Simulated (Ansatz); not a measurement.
`C[CH]([SiH3])[InH2]`, charge 0, multiplicity 1.

(1) Give a relaxed structure at PBE0-D4/def2-TZVP (the Gaussian-basis code of Ansatz). (Best estimate.)

Results:

(1) Ansatz gave: 
Z-matrix (Å, degrees):
```
C
C 1 1.531
H 1 1.094 2 112.5
H 1 1.094 2 111.5 3 -120.0
H 1 1.096 2 111.7 3 120.4
Si 2 1.864 1 112.5 3 -177.9
In 2 2.176 1 112.8 3 58.3
H 2 1.097 1 110.9 3 -59.1
H 6 1.490 2 110.8 1 174.0
H 6 1.492 2 112.2 1 52.6
H 6 1.493 2 110.4 1 -66.9
H 7 1.726 2 120.8 1 -162.4
H 7 1.730 2 117.3 1 17.0
```
This is one stationary point; other conformers may exist.
